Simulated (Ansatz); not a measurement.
Relaxation of Ge(SMe)H3 (CH₆GeS) with RKS PBE-D4/def2-SVP.

```sh
$ ansatz run in.yaml --threads 2 --pin off --events-out ev --progress --plain --max-ram 4352MiB
```

```yaml
crystal:
  periodic: [false, false, false]
  atoms:
    - {symbol: Ge, position_ang: [-0.374450, 0.847220, -1.195250]}
    - {symbol: S, position_ang: [-0.447400, 0.796860, 1.000200]}
    - {symbol: C, position_ang: [0.358590, -0.820170, 1.277240]}
    - {symbol: H, position_ang: [-0.231300, -1.611400, 0.822890]}
    - {symbol: H, position_ang: [0.399060, -0.960360, 2.352010]}
    - {symbol: H, position_ang: [1.364720, -0.811020, 0.867510]}
    - {symbol: H, position_ang: [1.046880, 0.840140, -1.689420]}
    - {symbol: H, position_ang: [-1.065460, 2.084810, -1.661890]}
    - {symbol: H, position_ang: [-1.050640, -0.366080, -1.773300]}
basis:
  gaussian: {orbitals: def2-SVP}
hamiltonian: {xc: pbe, dispersion: d4}
scf: {omitted_lower_state_checks: [starts]}
output: {orbitals: {seedname: orbitals}}
relax: {f_tol: 0.02, max_steps: 100}
```

It took 3.5 s on 2 threads of AMD EPYC 9R45 on a shared host.

Positions (Å) and forces (eV/Å) at steps 1, 2, 3, 4, 5 of 5:

```xyz
9
step=1 energy=-68462.3937 eV
Ge   -0.374    0.847   -1.195    0.090   -0.162    0.177
S    -0.447    0.797    1.000   -0.179    0.293    0.574
C     0.359   -0.820    1.277   -0.297    0.603   -0.275
H    -0.231   -1.611    0.823   -0.306   -0.615   -0.236
H     0.399   -0.960    2.352    0.058   -0.150    0.719
H     1.365   -0.811    0.868    0.691   -0.115   -0.202
H     1.047    0.840   -1.689    0.880    0.022   -0.242
H    -1.065    2.085   -1.662   -0.484    0.865   -0.218
H    -1.051   -0.366   -1.773   -0.453   -0.741   -0.298
9
step=2 energy=-68462.5037 eV
Ge   -0.372    0.844   -1.226   -0.001   -0.005    0.087
S    -0.454    0.807    1.002   -0.019    0.024    0.106
C     0.358   -0.816    1.281   -0.104    0.214   -0.059
H    -0.225   -1.635    0.830   -0.084   -0.174   -0.063
H     0.393   -0.959    2.371    0.023   -0.062    0.211
H     1.386   -0.823    0.886    0.194   -0.030   -0.051
H     1.097    0.849   -1.705    0.132   -0.008   -0.071
H    -1.091    2.135   -1.645   -0.081    0.154   -0.080
H    -1.092   -0.401   -1.793   -0.060   -0.113   -0.080
9
step=3 energy=-68462.5094 eV
Ge   -0.381    0.857   -1.234    0.023   -0.046   -0.009
S    -0.451    0.799    1.005   -0.002    0.001    0.020
C     0.362   -0.823    1.299   -0.008    0.025   -0.068
H    -0.213   -1.654    0.846    0.005   -0.001    0.006
H     0.390   -0.968    2.396   -0.011    0.017    0.005
H     1.401   -0.836    0.914   -0.003    0.001    0.005
H     1.092    0.855   -1.735    0.002    0.006    0.004
H    -1.098    2.158   -1.668    0.004   -0.007    0.036
H    -1.103   -0.388   -1.822   -0.010    0.003    0.000
9
step=4 energy=-68462.5100 eV
Ge   -0.377    0.848   -1.231   -0.011    0.019   -0.003
S    -0.454    0.804    1.007    0.017   -0.035   -0.034
C     0.361   -0.817    1.292   -0.005    0.013    0.022
H    -0.213   -1.649    0.837    0.006    0.008    0.004
H     0.387   -0.965    2.389    0.004   -0.008   -0.009
H     1.401   -0.828    0.909   -0.009    0.003    0.003
H     1.096    0.848   -1.731   -0.008   -0.002    0.011
H    -1.094    2.153   -1.652    0.006   -0.006   -0.004
H    -1.105   -0.394   -1.820    0.001    0.008    0.010
9
step=5 energy=-68462.5102 eV
Ge   -0.381    0.848   -1.234    0.003   -0.006   -0.015
S    -0.462    0.795    1.002    0.001   -0.005    0.011
C     0.364   -0.818    1.294   -0.004    0.010   -0.002
H    -0.201   -1.656    0.839    0.000    0.001    0.002
H     0.386   -0.962    2.391    0.003   -0.007    0.000
H     1.405   -0.821    0.916    0.000    0.002    0.002
H     1.093    0.838   -1.728   -0.003    0.000    0.002
H    -1.086    2.161   -1.652    0.000    0.002   -0.002
H    -1.118   -0.385   -1.829   -0.001    0.004    0.001
```
